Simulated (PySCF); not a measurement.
CH8ClFSi3, SMILES C[Si@H](Cl)[Si@@H](F)[SiH3].

Geometry optimised at B3LYP-D3(BJ)/def2-SVP. The structure was generated by enumeration; whether it is a known compound was not checked. Other conformers were not sampled.

Method: B3LYP/def2-TZVP (PySCF).

Isolated molecule, no solvent.

```json
{
  "total_energy": "-1471.74366 hartree",
  "highest_occupied_level": "-7.57 eV",
  "lowest_empty_level": "-1.34 eV",
  "orbital_gap": "6.23 eV",
  "dipole_moment": "0.84 D",
  "quadrupole, principal values (traceless, Buckingham form, about the centre of nuclear charge)": "-10.29, 2.24, 8.06 D·Å",
  "mean_static_polarisability": "107.2 bohr³ (15.88 Å³)",
  "polarisability_principal_values": "97.2, 102.1, 122.2 bohr³"
}
```
